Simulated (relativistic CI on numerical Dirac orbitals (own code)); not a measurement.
**Radial parameters of B³⁺**

These numbers are calculated, not measured: Dirac-Coulomb-Breit CI, orbitals from a KLI potential per configuration, QED by a radiative potential, valence Slater integrals scaled by 0.85, P86 correlation energy added to each configuration (own radial code, finite nucleus).

Slater integrals F^k, G^k are unscaled and averaged over j, outside the closed core (none); ζ comes from projecting the Hamiltonian with its Breit term on Σ l·s of the shell.

- 1s2s: G^0(1s,2s) = 17583 cm⁻¹; <r>(1s) = 0.3039, <r^2>(1s) = 0.1239, <r>(2s) = 1.378, <r^2>(2s) = 2.212 (bohr units).
- 1s2p: G^1(1s,2p) = 36277, ζ(2p) = 65.699 cm⁻¹; <r>(1s) = 0.3039, <r^2>(1s) = 0.1239, <r>(2p) = 1.211, <r^2>(2p) = 1.772 (bohr units).
- 1s3s: G^0(1s,3s) = 4624.1 cm⁻¹; <r>(1s) = 0.3018, <r^2>(1s) = 0.1219, <r>(3s) = 3.186, <r^2>(3s) = 11.54 (bohr units).

In this model ζ of a weakly bound d, f or g electron outside closed shells comes out too small, for d by up to a factor of two or three and at times with the wrong sign; that of an outer p electron is too small as well.

Correlation outside the listed configurations is missing or only estimated: errors of thousands of cm⁻¹ between configurations and terms are usual at this charge. Rates and lifetimes follow the computed energies and can be off by large factors. The fine structure of a lone outer electron comes out too small, for d and f at times inverted, and misplaced configurations move strength between like terms. 6 of the 6 excited levels that our extract of the measured tables holds in this range could be paired (the sources list more); they are missed by 4073 cm⁻¹ on average and 4736 at most, and levels without a partner can miss by more.

Averages of the first 10 configurations, taken without configuration mixing, which lowers the lowest level and can move excited configurations by several eV; other configurations of the list can lie among them:

```
Configuration  Parity  States  Average energy above the lowest level (eV)
          1s²    even       1                                         0.0
         1s2s    even       4                                       198.9
         1s2p     odd      12                                       203.1
         1s3s    even       4                                       233.1
         1s3p     odd      12                                       234.2
         1s3d    even      20                                       234.3
         1s4s    even       4                                       244.5
         1s4p     odd      12                                       245.0
         1s4d    even      20                                       245.1
         1s4f     odd      28                                       245.4
```
